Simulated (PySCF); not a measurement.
Delta-SCF ions had no search for a lower state. Excitations are Tamm–Dancoff values on a coarser integration grid. The basis has no diffuse functions, so Rydberg states are missing or too high.

# C10H8BF, SMILES `Bc1cc(F)c2cccccc1-2` (charge 0, multiplicity 1)

All values below come from TPSSh-D3(BJ)/def2-TZVP // B3LYP-D3(BJ)/def2-SVP run with PySCF.

| Item | Value |
|---|---|
| HOMO | -5.63 eV |
| dipole moment | 3.58 D |
| HOMO–LUMO gap | 2.70 eV |
| LUMO | -2.93 eV |
| S1 excitation (TDA) | 2.40 eV |
| S1 oscillator strength | 0.005 |
| brightest of the four lowest singlets (TDA) | 4.74 eV |
| T1 excitation (TDA) | 1.96 eV |
| S1–T1 gap (TDA) | 0.44 eV |
| vertical ionisation energy (Delta-SCF) | 7.58 eV |
| total energy | -13898.67 eV |
| cost | roughly 110 core-minutes |

```xyz
20

B      3.0618    -0.8429    -0.2135
C      1.8900     0.1154    -0.1453
C      1.9746     1.5403    -0.1823
C      0.6984     2.0823    -0.0976
F      0.3939     3.3837    -0.1026
C     -0.2715     1.0607    -0.0024
C     -1.6495     1.2635     0.0972
C     -2.6575     0.3066     0.1940
C     -2.5292    -1.0915     0.2147
C     -1.3827    -1.8828     0.1453
C     -0.0386    -1.4895     0.0352
C      0.4921    -0.2079    -0.0327
H      4.1871    -0.4124    -0.3079
H      2.9055    -2.0413    -0.1759
H      2.8971     2.1149    -0.2643
H     -1.9659     2.3114     0.0984
H     -3.6785     0.6919     0.2628
H     -3.4713    -1.6428     0.2979
H     -1.5531    -2.9626     0.1818
H      0.6972    -2.2972    -0.0030
```
Charge 0, spin multiplicity 1.
